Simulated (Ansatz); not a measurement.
Steps of a relaxation of `OB(S)[SiH2]Cl` with RKS PBE-D4/def2-SVP.

```sh
$ ansatz run in.yaml --threads 4 --pin off --events-out ev --progress --plain --max-ram 10444MiB
```

```yaml
crystal:
  periodic: [false, false, false]
  atoms:
    - {symbol: O, position_ang: [-0.338800, -0.097600, 1.915400]}
    - {symbol: B, position_ang: [0.219700, 0.169900, 0.596100]}
    - {symbol: S, position_ang: [1.841200, 1.068200, 0.456500]}
    - {symbol: Si, position_ang: [-0.583500, -0.452400, -1.013500]}
    - {symbol: Cl, position_ang: [-1.063500, 1.153200, -2.284800]}
    - {symbol: H, position_ang: [-0.953900, 0.761300, 2.054500]}
    - {symbol: H, position_ang: [2.617600, -0.137900, 0.574300]}
    - {symbol: H, position_ang: [0.261700, -1.396500, -1.711200]}
    - {symbol: H, position_ang: [-1.912000, -1.114400, -0.604500]}
basis:
  gaussian: {orbitals: def2-SVP}
hamiltonian: {xc: pbe, dispersion: d4}
relax: {f_tol: 0.03, max_steps: 200}
```

Positions (Å) and forces (eV/Å) along the path, 15 of 32 steps:

```xyz
9
step=1 energy=-33996.6922 eV
O    -0.339   -0.098    1.915   -0.984    3.122   -1.874
B     0.220    0.170    0.596    0.401   -0.060    3.645
S     1.841    1.068    0.457    1.270   -0.827    0.079
Si   -0.584   -0.452   -1.014   -2.430   -0.248   -0.807
Cl   -1.063    1.153   -2.285    0.140   -0.056    0.103
H    -0.954    0.761    2.054    1.580   -2.512   -0.050
H     2.618   -0.138    0.574   -0.969    1.211   -0.074
H     0.262   -1.397   -1.711    0.639   -0.713   -0.594
H    -1.912   -1.114   -0.605    0.353    0.082   -0.429
9
step=5 energy=-33997.5069 eV
O    -0.112    0.077    1.897   -0.302    0.517    0.754
B     0.275    0.155    0.604    0.056    0.782   -0.642
S     1.910    1.038    0.155    0.186   -1.722    0.930
Si   -0.703   -0.505   -1.062   -0.045   -0.038    0.310
Cl   -0.993    1.195   -2.248    0.017    0.068   -0.099
H    -0.914    0.560    2.221    0.576   -0.808   -0.512
H     2.515    0.064    1.015   -0.374    1.217   -0.590
H     0.156   -1.498   -1.796   -0.034    0.003   -0.076
H    -2.045   -1.133   -0.803   -0.079   -0.017   -0.075
9
step=6 energy=-33997.6934 eV
O    -0.047    0.111    1.899   -0.513    0.596    0.698
B     0.285    0.153    0.584    0.258    0.743   -0.569
S     1.944    0.959    0.090    0.152   -1.848    1.504
Si   -0.736   -0.497   -1.063   -0.051    0.057    0.221
Cl   -0.997    1.194   -2.274    0.021    0.048   -0.083
H    -0.931    0.455    2.205    0.805   -0.867   -0.623
H     2.556    0.185    1.162   -0.586    1.270   -1.109
H     0.107   -1.502   -1.802   -0.047    0.002   -0.029
H    -2.092   -1.105   -0.819   -0.041    0.000   -0.010
9
step=7 energy=-33997.9800 eV
O     0.020    0.178    1.904   -1.739    0.412    0.537
B     0.297    0.170    0.572    0.671    0.521   -0.392
S     1.995    0.846    0.061   -0.038   -1.345    1.508
Si   -0.773   -0.479   -1.053    0.080    0.128    0.039
Cl   -0.990    1.191   -2.309    0.001   -0.030   -0.006
H    -0.964    0.285    2.147    1.757   -0.637   -0.587
H     2.600    0.339    1.272   -0.636    0.857   -1.225
H     0.046   -1.510   -1.792   -0.080    0.045    0.052
H    -2.141   -1.067   -0.818   -0.014    0.047    0.074
9
step=8 energy=-33998.1956 eV
O    -0.022    0.145    1.869   -0.912    0.284    0.458
B     0.346    0.186    0.561    0.253    0.173   -0.617
S     2.032    0.810    0.054   -0.153   -0.863    1.250
Si   -0.764   -0.459   -1.034    0.120    0.195    0.090
Cl   -0.952    1.183   -2.327   -0.043   -0.018   -0.076
H    -1.012    0.135    2.024    1.216   -0.326   -0.305
H     2.616    0.465    1.292   -0.378    0.526   -0.800
H    -0.014   -1.545   -1.765   -0.107    0.010    0.013
H    -2.143   -0.966   -0.690    0.004    0.019   -0.013
9
step=9 energy=-33998.3354 eV
O    -0.040    0.104    1.819   -0.471    0.085    0.187
B     0.371    0.177    0.519    0.593    0.321    0.170
S     2.058    0.776    0.099   -0.075   -0.453    0.522
Si   -0.745   -0.416   -1.026   -0.306   -0.099   -0.401
Cl   -0.942    1.158   -2.402   -0.035   -0.077    0.018
H    -1.015   -0.024    1.909    0.649   -0.140   -0.075
H     2.626    0.603    1.351   -0.289    0.250   -0.335
H    -0.107   -1.584   -1.743   -0.108    0.071    0.034
H    -2.119   -0.840   -0.543    0.042    0.042   -0.119
9
step=13 energy=-33998.4537 eV
O     0.035    0.072    1.817    0.006   -0.020   -0.010
B     0.434    0.125    0.509   -0.015    0.032    0.022
S     2.110    0.693    0.130    0.007   -0.009   -0.008
Si   -0.767   -0.411   -1.049   -0.007   -0.014   -0.007
Cl   -0.848    1.127   -2.468    0.012    0.002    0.000
H    -0.887   -0.223    1.927    0.002    0.000   -0.003
H     2.482    0.894    1.429    0.003    0.010    0.003
H    -0.295   -1.657   -1.750   -0.004    0.001    0.000
H    -2.174   -0.668   -0.562   -0.003   -0.002    0.004
9
step=14 energy=-33998.4542 eV
O     0.037    0.060    1.820    0.015   -0.003   -0.001
B     0.432    0.124    0.511   -0.011    0.000    0.000
S     2.104    0.701    0.125   -0.005    0.003    0.004
Si   -0.770   -0.412   -1.047    0.005    0.006    0.000
Cl   -0.823    1.125   -2.468    0.001    0.001   -0.009
H    -0.884   -0.240    1.928   -0.002   -0.001    0.002
H     2.480    0.912    1.422    0.003    0.001    0.003
H    -0.308   -1.663   -1.744   -0.003   -0.005    0.001
H    -2.180   -0.653   -0.563   -0.004   -0.001   -0.001
9
step=16 energy=-33998.4549 eV
O     0.071   -0.041    1.835    0.035    0.038   -0.155
B     0.425    0.119    0.518    0.025   -0.008    0.106
S     2.054    0.804    0.109   -0.087   -0.005    0.034
Si   -0.782   -0.396   -1.042   -0.063    0.030   -0.078
Cl   -0.681    1.083   -2.530   -0.016   -0.109    0.086
H    -0.838   -0.375    1.947    0.036    0.000    0.004
H     2.461    0.994    1.399    0.002   -0.027    0.015
H    -0.401   -1.714   -1.674   -0.015    0.066    0.032
H    -2.221   -0.520   -0.580    0.084    0.016   -0.043
9
step=19 energy=-33998.4584 eV rejected
O     0.141   -0.169    1.832    0.065    0.066   -0.151
B     0.404    0.153    0.521    0.011   -0.023    0.117
S     1.953    1.014    0.111   -0.116   -0.126    0.272
Si   -0.811   -0.352   -1.037   -0.037    0.017   -0.111
Cl   -0.515    0.954   -2.657   -0.015   -0.094    0.141
H    -0.722   -0.600    1.983    0.085    0.037   -0.100
H     2.434    1.015    1.398   -0.055    0.032   -0.177
H    -0.523   -1.755   -1.525   -0.035    0.093    0.044
H    -2.274   -0.307   -0.643    0.097   -0.002   -0.035
9
step=21 energy=-33998.4601 eV
O     0.098   -0.079    1.831    0.023    0.005   -0.001
B     0.418    0.137    0.517    0.001    0.007   -0.005
S     2.017    0.882    0.113   -0.019   -0.008    0.011
Si   -0.792   -0.378   -1.041   -0.012    0.000   -0.018
Cl   -0.636    1.031   -2.580    0.008   -0.004    0.009
H    -0.793   -0.452    1.960   -0.005   -0.010   -0.009
H     2.450    0.982    1.406    0.000    0.003   -0.002
H    -0.436   -1.723   -1.619   -0.006    0.004    0.016
H    -2.237   -0.447   -0.605    0.010    0.001   -0.001
9
step=23 energy=-33998.4630 eV
O     0.150   -0.174    1.829   -0.017    0.001   -0.065
B     0.406    0.148    0.519    0.007   -0.011    0.073
S     1.946    1.018    0.113   -0.056   -0.065    0.161
Si   -0.812   -0.352   -1.036   -0.024   -0.010   -0.065
Cl   -0.498    0.945   -2.653   -0.002   -0.049    0.068
H    -0.707   -0.617    1.976    0.093    0.048   -0.068
H     2.420    1.033    1.400   -0.031    0.021   -0.116
H    -0.544   -1.760   -1.516   -0.020    0.066    0.027
H    -2.272   -0.288   -0.648    0.050   -0.001   -0.014
9
step=25 energy=-33998.4666 eV
O     0.179   -0.221    1.827    0.024    0.019   -0.037
B     0.408    0.133    0.523    0.031    0.003    0.044
S     1.910    1.059    0.119   -0.026    0.008   -0.044
Si   -0.816   -0.347   -1.032   -0.060   -0.009   -0.040
Cl   -0.422    0.896   -2.669    0.007   -0.008    0.021
H    -0.660   -0.696    1.963   -0.026   -0.017    0.001
H     2.390    1.103    1.397    0.009   -0.010    0.036
H    -0.627   -1.774   -1.484    0.003    0.016    0.024
H    -2.274   -0.198   -0.661    0.040   -0.002   -0.004
9
step=30 energy=-33998.4696 eV
O     0.256   -0.338    1.803   -0.036   -0.024   -0.030
B     0.408    0.128    0.522    0.001    0.009    0.027
S     1.806    1.214    0.144   -0.005   -0.018    0.027
Si   -0.838   -0.321   -1.026    0.004   -0.009    0.001
Cl   -0.258    0.740   -2.732   -0.001   -0.010    0.007
H    -0.524   -0.910    1.924    0.045    0.031   -0.008
H     2.322    1.205    1.411   -0.009    0.004   -0.021
H    -0.813   -1.795   -1.351   -0.005    0.022   -0.002
H    -2.272    0.031   -0.713    0.006   -0.005   -0.001
9
step=32 energy=-33998.4698 eV
O     0.272   -0.359    1.796   -0.020   -0.008   -0.014
B     0.409    0.127    0.523    0.017    0.004    0.011
S     1.789    1.239    0.152   -0.020   -0.017    0.015
Si   -0.841   -0.316   -1.024   -0.008   -0.001   -0.010
Cl   -0.232    0.705   -2.744   -0.001   -0.007    0.011
H    -0.496   -0.948    1.915    0.024    0.019   -0.008
H     2.306    1.227    1.418   -0.001    0.001   -0.008
H    -0.852   -1.794   -1.330    0.002    0.010    0.002
H    -2.267    0.073   -0.723    0.006   -0.001    0.001
```

It took 26 s on 4 threads of an INTEL XEON PLATINUM 8581C on a shared host, with 0.2 GiB of host memory at the peak.
